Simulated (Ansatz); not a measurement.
Species: CH5NSi2, SMILES `N=C1[SiH2][SiH2]1` (charge 0, multiplicity 1).

### Question
Give a relaxed geometry from B3LYP-D3(BJ)/def2-TZVP run with Ansatz (a quantum-chemistry and plane-wave program).

### Answer
the end point of this relaxation (outside a Z-matrix the atoms follow the SMILES, hydrogens last).
Z-matrix (Å, degrees):
```
C
N 1 1.2655
H 2 1.0261 1 111.69
Si 1 1.9032 2 138.97 3 179.42
H 4 1.4800 1 117.68 2 -69.09
H 4 1.4801 5 112.87 1 -142.03
Si 1 1.9193 2 146.91 3 0.73
H 7 1.4815 1 117.33 2 -70.33
H 7 1.4815 8 112.22 1 -140.32
```
